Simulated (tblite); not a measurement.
C₁₉H₁₄.
Numbering: `[CH3:1][c:2]1[cH:3][cH:4][c:5]2[cH:6][c:7]3[cH:8][c:9]4[cH:10][cH:11][cH:12][cH:13][c:14]4[cH:15][c:16]3[cH:17][c:18]2[cH:19]1` (hydrogens: H20, H21, H22 on C1; H23 on C3; H24 on C4; H25 on C6; H26 on C8; H27 on C10; H28 on C11; H29 on C12; H30 on C13; H31 on C15; H32 on C17; H33 on C19)

A start from a force field or distance geometry was refined with GFN2-xTB geometry optimisation, gas phase in tblite. Values at the start:

```tsv
coordinate	start
C1–C2	1.470 Å
C2–C3	1.388 Å
C2–C19	1.381 Å
C3–C4	1.382 Å
C4–C5	1.393 Å
C5–C18	1.381 Å
C7–C16	1.379 Å
C9–C10	1.391 Å
C9–C14	1.382 Å
C10–C11	1.379 Å
C10–H27	1.063 Å
C11–C12	1.375 Å
C12–C13	1.396 Å
C13–C14	1.385 Å
C16–C17	1.375 Å
C18–C19	1.398 Å
C1–C2–C3	122.8°
C4–C5–C6	117.7°
C5–C6–C7	116.4°
C7–C16–C17	122.7°
C9–C10–C11	117.0°
C10–C11–C12	123.7°
C15–C16–C17	116.5°
C16–C17–C18	116.5°
```

Question: How do these coordinates change at the GFN2-xTB level?

Answer: 
```tsv
coordinate	GFN2-xTB (Å or °)	change
C7–C16	1.438	+0.059
C5–C18	1.435	+0.054
C9–C14	1.435	+0.053
C11–C12	1.415	+0.040
C12–C13	1.359	-0.037
C13–C14	1.421	+0.036
C2–C3	1.422	+0.034
C9–C10	1.422	+0.031
C4–C5	1.422	+0.029
C1–C2	1.497	+0.027
C16–C17	1.401	+0.026
C3–C4	1.357	-0.025
C18–C19	1.421	+0.023
C10–C11	1.359	-0.020
C2–C19	1.362	-0.019
C10–H27	1.081	+0.018
C15–C16–C17	122.1	+5.6
C5–C6–C7	121.7	+5.3
C16–C17–C18	121.7	+5.2
C4–C5–C6	122.3	+4.6
C1–C2–C3	118.7	-4.1
C9–C10–C11	121.0	+4.0
C7–C16–C17	119.0	-3.7
C10–C11–C12	120.5	-3.2
```

The energy falls by 0.714 eV over 79 L-BFGS steps, the largest force on an atom goes from 2.78 to 0.010 eV/Å, and the atoms move by 0.119 Å rms after alignment. The bond that changes most is C7–C16 (both ends ring-fusion aromatic carbon), which lengthens by 0.059 Å. Bonds longer at the end by more than 0.005 Å: 18 of 36; shorter: 15. Among the dihedrals that turn most is H20–C1–C2–C19, from -101° to -118°. Rotational constants go from 1539, 183.4, 164.0 to 1534, 176.4, 158.3 MHz.

On one thread, Arm Neoverse V2 (aarch64), shared host, this took 1.1 s wall.

Its GFN2-xTB frequencies are all real (lowest 43 cm⁻¹).

The numbers are calculated, not measured.
